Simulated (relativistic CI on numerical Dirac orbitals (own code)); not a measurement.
## Hyperfine structure of Au⁵⁰⁺, mass number 197

Computed by Dirac-Coulomb-Breit CI, orbitals from a KLI potential per configuration, a model potential for QED, unscaled Slater integrals (own radial code, finite nucleus).

CI space (outside the closed core [Ar]): 3d10 4s, 3d10 4p, 3d10 4d, 3d10 4f, 3d10 5s, 3d10 5p, 3d10 5d, 3d10 5f, 3d10 5g, 3d9 4p2, 3d10 6s, 3d10 6p, 3d8 4s 4p2, 3d9 4s2, 3d9 4p 4d, 3d10 6d. Levels of other configurations are missing.

Nuclear spin I = 3/2, μ = 0.1452 μN, Q = 0.547 b (tables of Stone and Pyykkö). The electronic factors are computed for point nuclear moments, without core polarisation or the Bohr-Weisskopf and QED corrections.

| Level | E (10³ cm⁻¹) | A (GHz) | B (GHz) |
| --- | --- | --- | --- |
| 3d10 4s 2S_1/2 | 0.0 | 236.4 |  |
| 3d10 4p 2P°_1/2 | 889.0 | 76.49 |  |
| 3d10 4p 2P°_3/2 | 2043.8 | 7.786 | 90.9 |
| 3d10 4d 2D_3/2 | 3393.1 | 3.996 | 15.9 |
| 3d10 4d 2D_5/2 | 3637.9 | 1.572 | 18.8 |
| 3d10 4f 2F°_5/2 | 5074.0 | 0.8574 | 5.09 |
| 3d10 4f 2F°_7/2 | 5139.4 | 0.4653 | 5.71 |
| 3d10 5s 2S_1/2 | 9456.0 | 111.5 |  |

Levels with J = 0, under 50 % of one LS term, or S terms without an open s electron are left out. Small factors come from cancelling terms and can be off by tens of per cent or more.

At this charge energies of transitions that change n are usually good to better than 1 %, and those within a shell (Δn = 0) to a few per cent.

**Question.** Give the hyperfine levels of 3d10 4s 2S_1/2 relative to its centre of gravity.

**Answer.** With K = F(F + 1) − I(I + 1) − J(J + 1), E = AK/2: F = 1: -295.5, F = 2: 177.3 GHz.

LS names give the leading component of a level, which can be under half, so a name can repeat, a term be missing and a line seem to break the LS rules.
